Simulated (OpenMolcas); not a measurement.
An OpenMolcas run meant for Xe5+ (ANO-RCC-VDZP, DKH2; inactive shells 1s 2s 2p 3s 3p 3d 4s 4p 4d 5s; intended active space 1 electron in 3 orbitals (5p)). One step of its input:

```
&CASPT2
Multistate=3 1 2 3
Frozen=9 9
IPEA=0.25
Imaginary=0.1
MaxIter=60
WThr=0.0 0.3 0.05
PrWF=0.5
NoMix
Shift=0.2
Sig2=0.3
```

Lines from the output:

```
|
   ------------------------------------------------------------------------------------------
++ ---------   Input file   ---------
>>> COPY JOB001 $Project.JobIph
&CASPT2
Multistate=3 1 2 3
Frozen=9 9
IPEA=0.25
Imaginary=0.1
MaxIter=60
WThr=0.0 0.3 0.05
PrWF=0.5
NoMix
Shift=0.2
Sig2=0.3
-- ----------------------------------
>>> COPY JOB001 a.JobIph
*** symbolic link created: INPORB -> a.RasOrb
--- Start Module: caspt2 at  ---
()()()()()()()()()()()()()()()()()()()()()()()()()()()()()()()()()()()()()()()()()()()()()()()()()()
                                              &CASPT2
                                   only a single process is used
                       available to each process: 2.3 GB of memory, 1 thread
()()()()()()()()()()()()()()()()()()()()()()()()()()()()()()()()()()()()()()()()()()()()()()()()()()
 ###    ERROR: More than one intruder-state removal technique                ###
 ###    active: SHIFt/IMAGinary/SIG1/SIG2 are mutually exclusive!            ###
--- Stop Module: caspt2 at  /rc=_RC_INPUT_ERROR_ ---
.####################.
.# User input error #.
.####################.
```

What is wrong with the input?

More than one intruder-state remedy is switched on.
